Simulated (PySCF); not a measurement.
HSe, SMILES [SeH], multiplicity 2. Atoms are numbered in the order given.

```xyz
2

Se     0.0000     0.0000    -0.0421
H      0.0000     0.0000     1.4327
```
Charge 0, spin multiplicity 2.

Geometry optimised at B3LYP-D3(BJ)/def2-TZVPD.

The numbers are results of PySCF with M06-2X/def2-TZVPD, not measurements.

The molecule is in vacuum.

Computed frontier levels, dipole moment and polarisability:
- α spin, highest occupied and lowest empty level = -8.57 and 0.43 eV
- β spin, highest occupied and lowest empty level = -8.10 and -3.47 eV
- dipole moment = 0.57 D
- mean static polarisability = 29.1 bohr³ (4.32 Å³)
- polarisability, principal values = 25.8, 30.6, 31.0 bohr³
- ⟨S²⟩ = 0.754 (pure state 0.75)
